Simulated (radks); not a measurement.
All-electron atom: neutral ruthenium in [Kr] 4d7 4f1 (not the ground configuration). All-electron calculation, Dirac Kohn-Sham, LDA (Slater exchange, Perdew-Wang correlation), spin-unpolarised, spherical densities, point nucleus; open shells fill j = l - 1/2 first. Program: a radial shooting solver on a logarithmic mesh with Libxc functionals.

Unscreened Slater integrals over Kohn-Sham orbitals (cm^-1). Large and small components are both included. Empty in this configuration: 4f7/2.

\begin{tabular}{lr}
integral & value \\ \hline
F0(4f5/2,4f5/2) & 11350 \\
F2(4f5/2,4f5/2) & 6649.7 \\
F4(4f5/2,4f5/2) & 4542.0 \\
F0(4f5/2,4d5/2) & 13814 \\
F2(4f5/2,4d5/2) & 268.40 \\
F4(4f5/2,4d5/2) & 22.178 \\
G1(4f5/2,4d5/2) & 9.0947 \\
G3(4f5/2,4d5/2) & 4.9930 \\
G5(4f5/2,4d5/2) & 3.3668 \\
F0(4f5/2,4d3/2) & 13814 \\
F2(4f5/2,4d3/2) & 261.06 \\
G1(4f5/2,4d3/2) & 8.5085 \\
G3(4f5/2,4d3/2) & 4.6699 \\
F0(4f5/2,4p3/2) & 13814 \\
F2(4f5/2,4p3/2) & 119.81 \\
G2(4f5/2,4p3/2) & 0.74478 \\
G4(4f5/2,4p3/2) & 0.47226 \\
F0(4f5/2,4f7/2) & 11350 \\
F2(4f5/2,4f7/2) & 6649.7 \\
F4(4f5/2,4f7/2) & 4542.0 \\
G2(4f5/2,4f7/2) & 6649.7 \\
G4(4f5/2,4f7/2) & 4542.0 \\
G6(4f5/2,4f7/2) & 3399.2 \\
F0(4d5/2,4d5/2) & 121150 \\
F2(4d5/2,4d5/2) & 58841 \\
F4(4d5/2,4d5/2) & 37893 \\
F0(4d5/2,4d3/2) & 121950 \\
F2(4d5/2,4d3/2) & 59254 \\
G2(4d5/2,4d3/2) & 59232 \\
G4(4d5/2,4d3/2) & 38157 \\
F0(4d5/2,4p3/2) & 141160 \\
F2(4d5/2,4p3/2) & 66828 \\
G1(4d5/2,4p3/2) & 82729 \\
G3(4d5/2,4p3/2) & 50033 \\
F0(4d5/2,4f7/2) & 13814 \\
F2(4d5/2,4f7/2) & 268.40 \\
F4(4d5/2,4f7/2) & 22.176 \\
G1(4d5/2,4f7/2) & 9.0934 \\
G3(4d5/2,4f7/2) & 4.9925 \\
G5(4d5/2,4f7/2) & 3.3665 \\
F0(4d3/2,4d3/2) & 122780 \\
F2(4d3/2,4d3/2) & 59686 \\
F0(4d3/2,4p3/2) & 142400 \\
F2(4d3/2,4p3/2) & 67763 \\
G1(4d3/2,4p3/2) & 84192 \\
G3(4d3/2,4p3/2) & 50940 \\
F0(4d3/2,4f7/2) & 13814 \\
F2(4d3/2,4f7/2) & 261.05 \\
G3(4d3/2,4f7/2) & 4.6688 \\
G5(4d3/2,4f7/2) & 3.1478 \\
F0(4p3/2,4p3/2) & 173570 \\
F2(4p3/2,4p3/2) & 90648 \\
F0(4p3/2,4f7/2) & 13814 \\
F2(4p3/2,4f7/2) & 119.81 \\
G2(4p3/2,4f7/2) & 0.74429 \\
G4(4p3/2,4f7/2) & 0.47196 \\
F0(4f7/2,4f7/2) & 11350 \\
F2(4f7/2,4f7/2) & 6649.7 \\
F4(4f7/2,4f7/2) & 4542.0 \\
F6(4f7/2,4f7/2) & 3399.3 \\
\end{tabular}
